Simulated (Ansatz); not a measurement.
Saddle point of SiH3BrF2, closed shell (SiH₂F₂ ([F][SiH2][F]) + HBr → SiHBrF₂ ([F][SiH]([F])[Br]) + H₂; bonds formed: Si1–Br7, H2–H6; bonds broken: Si1–H2, H6–Br7), PBE0-D4/def2-TZVP structure:

Si1  (-0.078, 0.073, 0.497)
H2  (-0.947, -0.308, -0.881)
F3  (0.664, -1.185, 1.079)
F4  (-1.515, -0.038, 1.186)
H5  (0.322, 1.439, 0.813)
H6  (-0.112, -0.182, -1.264)
Br7  (1.665, 0.201, -1.431)
(Å)

Energies are electronic, without zero-point energy. Barriers and step energies count from the start structure reached by relaxing down the imaginary mode; all methods use the PBE0-D4 structures, on which another method's saddle can fall below an end. Computed with Ansatz 0.2.0 (basis: def2-TZVPP, with def2-QZVPP for the basis limit); correlated methods freeze the cores. Filled d shells of the heavier atoms are correlated. The def2 sets are not built for correlating such inner shells, so the correlated values are less sure here. B3LYP uses VWN-RPA correlation. Extrapolation: Hartree–Fock as exp(−7.88 √X), correlation as X^−2.97.

```
      method  barrier (kcal/mol)  step energy (kcal/mol)
       SPW92               20.42                  -15.92
      PBE-D4               27.37                  -17.29
     BLYP-D4               33.09                  -16.27
   r2SCAN-D4               29.67                  -18.26
      B97M-V               34.29                  -16.85
     PBE0-D4               31.23                  -16.95
    B3LYP-D4                   ?                  -15.96
  r2SCAN0-D4               32.43                  -17.72
    BHLYP-D4                   ?                  -15.60
CAM-B3LYP-D4               37.78                  -14.97
     wB97X-V               37.28                  -16.17
     wB97M-V               35.74                  -16.86
      B2PLYP                   ?                  -15.95
    PBE-QIDH               34.89                  -17.05
  RPA on PBE               40.81                  -14.10
          HF               52.11                  -13.89
         MP2               37.15                  -17.45
        CCSD               41.70                  -14.74
     CCSD(T)               39.16                  -15.45
```

Fill in the withheld barriers. (Judge from chemistry; the value comes from the calculation.)

The calculation gives: B3LYP-D4 35.65; BHLYP-D4 40.04; B2PLYP 37.38 kcal/mol. Each is the energy of the saddle less that of the start structure, by the same method.

For comparison, the barrier by CCSD(T) at an estimated basis limit (MP2 extrapolated from triple and quadruple zeta, plus CCSD(T) − MP2 in triple zeta) is 36.99 kcal/mol.

No T1 diagnostic of these runs exceeds 0.011.

Labels in which every atom is bracketed show which atoms are joined, not bond orders.

For scale, one of the runs: CCSD(T)/def2-TZVPP, 194 basis functions, launched by `ansatz run in.yaml --threads 4 --pin off --events-out ev --progress --plain --max-ram 9574MiB`. Hardware: 4 CPU threads of an Arm Neoverse V1, shared host. Wall time 88 s; peak host memory 2.3 GiB.
